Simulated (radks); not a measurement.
Spherical quantum dot in the effective-mass picture: electrons in a parabolic well V = omega^2 r^2 / 2 with omega = 4.82, with a point charge +2 (a donor) at the centre, all in effective atomic units (hartree* = m*/eps^2 hartree, bohr* = eps/m* bohr), one dielectric constant everywhere. Method: non-relativistic Kohn-Sham, PBEsol, spin-polarised, spherical densities; computed with a radial shooting solver with Libxc functionals. Levels are named by radial order and angular momentum (1s, 1p, 1d, 2s, ...), and open shells are averaged over m. Results are scaled to m* = 0.051 and eps = 7, for which hartree* = 28.32 meV and bohr* = 7.263 nm.

N = 35, configuration 1s2 1p6 1d10 2s2 1f(up 7, down 5) 2p(up 3, down 0). This is the lowest configuration that the search found. Occupied and some empty levels:

level,occupation,eigenvalue (meV),<r> (nm)
1s up,1,1102.6,3.985
1s down,1,1107.0,4.010
1p up,3,1214.8,6.070
1p down,3,1217.9,6.087
2s up,1,1280.3,6.455
2s down,1,1283.6,6.414
1d up,5,1306.5,7.264
1d down,5,1309.1,7.257
1f up,7,1399.1,8.146
2p up,3,1401.2,7.300
1f down,5,1402.0,8.134
2p down,0,1405.7,7.308
3s up,0,1486.2,7.656
3s down,0,1489.2,7.673
1g up,0,1495.4,8.868
1g down,0,1498.5,8.859
2d up,0,1509.7,8.112
2d down,0,1513.4,8.143

Energy (meV): total 30729.7, kinetic 6194.2, external 9876.8, Hartree 15777, exchange-correlation -1118.7.

Electron density:

r (nm),n(r) (e/nm^3)
0.678,0.02998
1.43,0.02120
2.19,0.01620
2.94,0.01337
3.70,0.01180
4.45,0.01105
5.21,0.01076
5.97,0.01049
6.72,0.009819
7.47,0.008537
8.23,0.006729
8.98,0.004738
9.74,0.002950
10.5,0.001616
11.3,0.0007762
12.0,0.0003277
12.8,0.0001217
13.5,0.00003979
14.3,0.00001144
15.0,2.887e-06
